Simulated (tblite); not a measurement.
Species: C₄H₁₀O₃Si.
Atom-mapped SMILES: `[CH3:1][O:2][SiH:3]([O:4][CH3:5])[C:6]([CH3:7])=[O:8]` (hydrogens: H9, H10, H11 on C1; H12 on Si3; H13, H14, H15 on C5; H16, H17, H18 on C7)

Computed with GFN2-xTB (tblite), gas phase: L-BFGS steps from a force-field or distance-geometry start until the largest atomic force falls under 0.01 eV/Å.

Step 163: E = -752.4693 eV
```
atom  x, y, z in Å  |  force x, y, z in eV/Å
C1     -1.2246    2.4495    0.0655    0.006  -0.033   0.017
O2     -1.2056    1.0982   -0.3161   -0.013  -0.022  -0.004
Si3    -0.2434   -0.0951    0.2103   -0.017   0.024  -0.006
O4     -0.4196   -1.3469   -0.7905   -0.040   0.010   0.007
C5     -1.5823   -2.0739   -1.0821   -0.018   0.000  -0.010
C6      1.5989    0.4052    0.0306    0.012  -0.001   0.026
C7      2.5940   -0.5887   -0.4921   -0.018  -0.027  -0.026
O8      1.9224    1.5290    0.3566    0.003   0.006   0.006
H9     -0.2078    2.8252    0.1825   -0.017   0.028   0.010
H10    -1.7411    3.0097   -0.7142    0.015  -0.008  -0.009
H11    -1.7622    2.5628    1.0092    0.021   0.013   0.004
H12    -0.5452   -0.4157    1.6111    0.008   0.004  -0.026
H13    -1.5659   -3.0124   -0.5222   -0.016   0.020  -0.025
H14    -1.5935   -2.2863   -2.1524    0.018  -0.035   0.027
H15    -2.4824   -1.5161   -0.8222    0.041  -0.008   0.003
H16     2.2385   -0.9647   -1.4491    0.006  -0.006   0.031
H17     2.6302   -1.4307    0.1983    0.007   0.050  -0.043
H18     3.5805   -0.1430   -0.5998    0.006  -0.014   0.018
```

Step 164: E = -752.4699 eV
```
atom  x, y, z in Å  |  force x, y, z in eV/Å
C1     -1.2247    2.4461    0.0619    0.003  -0.009   0.016
O2     -1.2066    1.0926   -0.3116   -0.007  -0.012  -0.006
Si3    -0.2414   -0.0977    0.2165   -0.029   0.017   0.003
O4     -0.4155   -1.3515   -0.7827   -0.040   0.018   0.004
C5     -1.5808   -2.0727   -1.0789   -0.012  -0.002  -0.007
C6      1.6004    0.4036    0.0406    0.002  -0.020  -0.009
C7      2.5916   -0.5857   -0.4989   -0.018  -0.016  -0.022
O8      1.9250    1.5246    0.3742    0.013   0.020   0.019
H9     -0.2080    2.8210    0.1861   -0.025   0.018   0.008
H10    -1.7324    3.0043   -0.7257    0.019  -0.019  -0.002
H11    -1.7710    2.5680    1.0000    0.026   0.002  -0.003
H12    -0.5452   -0.4163    1.6169    0.007   0.001  -0.019
H13    -1.5754   -3.0066   -0.5109   -0.024   0.026  -0.030
H14    -1.5844   -2.2934   -2.1476    0.021  -0.037   0.028
H15    -2.4786   -1.5054   -0.8322    0.037  -0.013   0.009
H16     2.2336   -0.9429   -1.4626    0.013  -0.003   0.043
H17     2.6246   -1.4394    0.1765    0.002   0.040  -0.039
H18     3.5798   -0.1423   -0.5981    0.010  -0.012   0.008
```

Step 165: E = -752.4704 eV
```
atom  x, y, z in Å  |  force x, y, z in eV/Å
C1     -1.2277    2.4415    0.0595    0.000   0.018   0.008
O2     -1.2087    1.0864   -0.3070    0.000   0.008  -0.007
Si3    -0.2382   -0.0994    0.2210   -0.025   0.004   0.009
O4     -0.4125   -1.3552   -0.7755   -0.034   0.018  -0.002
C5     -1.5810   -2.0694   -1.0768    0.000  -0.005  -0.001
C6      1.6037    0.4020    0.0472   -0.011  -0.020  -0.038
C7      2.5913   -0.5840   -0.5049   -0.007   0.005  -0.013
O8      1.9304    1.5199    0.3881    0.015   0.030   0.028
H9     -0.2125    2.8186    0.1892   -0.023   0.003   0.007
H10    -1.7285    2.9967   -0.7351    0.017  -0.026   0.007
H11    -1.7806    2.5701    0.9931    0.025  -0.008  -0.008
H12    -0.5396   -0.4152    1.6219    0.001  -0.004  -0.004
H13    -1.5888   -2.9983   -0.5004   -0.029   0.032  -0.029
H14    -1.5755   -2.3007   -2.1432    0.020  -0.032   0.025
H15    -2.4749   -1.4907   -0.8440    0.028  -0.021   0.008
H16     2.2325   -0.9270   -1.4732    0.015  -0.004   0.038
H17     2.6202   -1.4453    0.1595    0.001   0.012  -0.025
H18     3.5816   -0.1436   -0.5960    0.007  -0.009  -0.002
```

Step 166: E = -752.4708 eV
```
atom  x, y, z in Å  |  force x, y, z in eV/Å
C1     -1.2262    2.4379    0.0532   -0.006   0.043  -0.003
O2     -1.2085    1.0813   -0.3072    0.003   0.028  -0.008
Si3    -0.2383   -0.1016    0.2268   -0.010  -0.013   0.008
O4     -0.4125   -1.3603   -0.7661   -0.015   0.017  -0.007
C5     -1.5825   -2.0702   -1.0710    0.025   0.000  -0.003
C6      1.6050    0.3983    0.0597   -0.002   0.019  -0.037
C7      2.5902   -0.5774   -0.5158   -0.012   0.007  -0.007
O8      1.9336    1.5088    0.4249    0.004  -0.030   0.005
H9     -0.2116    2.8130    0.1953   -0.026  -0.009   0.008
H10    -1.7127    2.9923   -0.7518    0.018  -0.035   0.026
H11    -1.7913    2.5738    0.9788    0.028  -0.012  -0.021
H12    -0.5413   -0.4117    1.6278   -0.004  -0.007   0.006
H13    -1.5992   -2.9945   -0.4892   -0.034   0.012  -0.006
H14    -1.5707   -2.3106   -2.1347    0.022  -0.027   0.003
H15    -2.4725   -1.4838   -0.8487   -0.009  -0.011   0.013
H16     2.2326   -0.8963   -1.4940    0.026   0.011   0.072
H17     2.6142   -1.4550    0.1282    0.002   0.027  -0.040
H18     3.5827   -0.1378   -0.5928   -0.011  -0.020  -0.009
```

Question: Estimate the geometry and energy of step 167. (The exact step hangs on the optimiser's Hessian estimate; all steps are aligned on step 166, rigid shifts and turns removed.)

Answer: E = -752.4708 eV, largest force 0.099 eV/Å
```
atom  x, y, z in Å  |  force x, y, z in eV/Å
C1     -1.2423    2.4258    0.0552    0.004   0.049  -0.023
O2     -1.2101    1.0693   -0.3023    0.009   0.044  -0.002
Si3    -0.2271   -0.1031    0.2291    0.013  -0.021  -0.001
O4     -0.4096   -1.3634   -0.7598   -0.025  -0.021  -0.015
C5     -1.5893   -2.0549   -1.0720   -0.005  -0.023   0.011
C6      1.6163    0.3963    0.0547   -0.030   0.024  -0.044
C7      2.6004   -0.5801   -0.5176    0.029   0.030   0.001
O8      1.9483    1.5055    0.4184   -0.004   0.030   0.027
H9     -0.2336    2.8148    0.1978    0.008  -0.018   0.008
H10    -1.7315    2.9718   -0.7529   -0.004  -0.016   0.017
H11    -1.8087    2.5593    0.9791    0.000  -0.014   0.001
H12    -0.5136   -0.4085    1.6332   -0.018  -0.015   0.032
H13    -1.6424   -2.9663   -0.4678   -0.024   0.087  -0.041
H14    -1.5570   -2.3240   -2.1300    0.000  -0.003   0.056
H15    -2.4702   -1.4392   -0.8821    0.052  -0.069  -0.019
H16     2.2483   -0.8966   -1.4959    0.002  -0.008  -0.001
H17     2.6179   -1.4563    0.1242    0.007  -0.044   0.008
H18     3.5951   -0.1442   -0.5879   -0.013  -0.012  -0.013
```

The energy changes by 0.0000 eV. The first-order estimate −F·Δx gives -0.0012 eV and the mean of the old and new forces, exact on a quadratic surface, 0.0000 eV. The step makes an angle of 86° with the force vector and moves no atom by more than 0.056 Å.

What follows is the cost of the whole relaxation. On an Arm Neoverse N1 with one thread, on a shared host, this took 2.6 s wall.
